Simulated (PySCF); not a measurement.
## Unknown compound

The spectra below were simulated for a compound C$_{7}$H$_{13}$BO$_{2}$.

$^{1}$H NMR (600 MHz, computed): δ 4.28 (br, 1H), 4.14 (m, 1H), 4.07 (m, 1H), 3.82 (m, 1H), 2.51 (m, 1H), 2.17 (m, 1H), 1.99 (m, 1H), 1.84 (m, 1H), 1.66 (m, 1H), 1.65 (m, 1H), 1.56 (m, 1H), 1.52 (m, 1H), 1.31 (m, 1H).

$^{13}$C{$^{1}$H} NMR (computed): δ 73.6 (CH), 65.1 (CH2), 44.0 (CH), 33.7 (CH2), 24.0 (CH2), 21.5 (CH2), 20.4 (CH2).

Theory: PBE/pcSseg-1 with gauge-including orbitals, geometry: PBE0-D3(BJ)/def2-SVP, in PySCF 2.14 (one conformer, no solvent, non-relativistic Hamiltonian).

Chemical shifts δ = σref − σ; $^{1}$H (31.20 ppm), $^{13}$C (180.03 ppm) against TMS, all at this level.

Q: Propose a structure and justify it.

A: 
- 7 carbon signals for 7 carbons: no two carbons are equivalent.
- Carbon types of the structure: 2 × CH, 5 × CH2, leaving 1 H on heteroatoms.
- δC 73.6: sp3 CH bonded to O; deshielded by the electronegative neighbour.
- δC 65.1: sp3 CH2 bonded to O; deshielded by the electronegative neighbour.
- δC 44.0: sp3 CH in a ring; aliphatic region, no heteroatom directly attached.
- δC 33.7, 24.0, 21.5, 20.4: sp3 CH2 in a ring; aliphatic region, no heteroatom directly attached.
- δH 4.14, 4.07: hydrogen on an sp3 CH2 bonded to O; its carbon carries O, an electronegative neighbour.
- δH 3.82: hydrogen on an sp3 CH bonded to O; its carbon carries O, which withdraws density.
- δH 2.51, 1.99, 1.84, 1.66, 1.65, 1.56, 1.52, 1.31: hydrogen on an sp3 CH2 in a ring.

Structure: `C1([C@H]2CCOBO2)CCC1`.

The data come from this structure; uniqueness wasn't tested.

Hydrogens on boron are broadened and split by $^{11}$B (spin 3/2, 80 %) and 10B (spin 3). Shifts are as computed. Against solution values, carbons near 30 ppm lie about +2 ppm off and those near 130 ppm about +2 ppm. Of 1309 compounds with measured shifts, 239 miss one by over three times the rms of a fit or turn the order of signals round; such compounds aren't used in these exercises. No couplings were computed; multiplicities are counted from neighbouring protons, with m where these are inequivalent, close in shift, in a saturated or five-membered ring or joined by F or P, and br s for small geminal =CH2 splittings.
